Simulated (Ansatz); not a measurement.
Total energies of cyclo-(Me2GeNH)3 (C6H21Ge3N3) from Ansatz at PBE0-D4/def2-SVP, gas phase (1 Eh = 27.2114 eV = 2625.5 kJ/mol). The reference geometry is relaxed at PBE-D4/def2-SVP.

```csv
state,geometry,energy (Eh)
charge 0 singlet,reference,-6634.38227
charge 1 doublet,reference,-6634.10111
charge 1 doublet,relaxed at PBE-D4/def2-SVP,-6634.12025
free Ge atom (triplet),–,-2076.39507
free C atom (triplet),–,-37.76066
free N atom (quartet),–,-54.47898
free H atom (doublet),–,-0.50029
```

Question: Work out the vertical ionisation energy to the doublet.

Answer: E(charge 1 doublet) − E(charge 0 singlet) = -6634.10111 − (-6634.38227) = 0.28116 Eh = 7.65 eV. For comparison, −ε of the highest occupied level is 6.09 eV at this level, 1.56 eV less.

Question: How much does the charge 1 doublet relax, and what is the adiabatic ionisation energy?

Answer: Relaxation: -6634.10111 − (-6634.12025) = 0.01914 Eh = 0.52 eV. Adiabatic ionisation energy: 0.26202 Eh = 7.13 eV, without zero-point energy. 

Question: What is the binding energy per atom against free atoms?

Answer: Atoms: 3 × (-2076.39507) + 6 × (-37.76066) + 3 × (-54.47898) + 21 × (-0.50029) = -6629.69220 Eh. Binding: -6629.69220 − (-6634.38227) = 4.69007 Eh = 127.62 eV, or 3.87 eV for each of 33 atoms (no zero-point energy, no counterpoise term).
